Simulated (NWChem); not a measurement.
Species: GeF3 cation

Results from NWChem. Pople sets run with spherical d functions. Medium grid unless said otherwise, to which SCAN and Minnesota functionals are sensitive. Structure relaxed at the B3LYP/6-31G* (spherical d) level. Hybrids' shares of exact exchange are those that their runs print; pure functionals count as 0. The functionals differ in more than this share.

```csv
row,share of exact exchange,orbital gap (eV)
PBE/6-31G*,0.00,5.33
SCAN/6-31G*,0.00,6.04
TPSSh/6-31G*,0.10,6.93
B3LYP/6-31G*,0.20,7.85
B3PW91/6-31G*,0.20,7.98
MPW1K/6-31G*,0.43,withheld
```

Problem. Fit a straight line of the last column on the one before it, predict the withheld value, and compare with the run.

Solution. 
1. Means of the 5 shown rows: x = 0.100, y = 6.826. Slope Σ(x − x̄)(y − ȳ)/Σ(x − x̄)² = 0.4460/0.04000 = 11.15; intercept 5.711.
2. The shown rows scatter about the line by 0.234 (root mean square); the largest residual is -0.38, at PBE/6-31G*.
3. At x = 0.43 (MPW1K/6-31G*; beyond the shown range) the line gives 10.51.
4. The run gives 11.02, +0.51 from the line, 2.2 times the scatter.
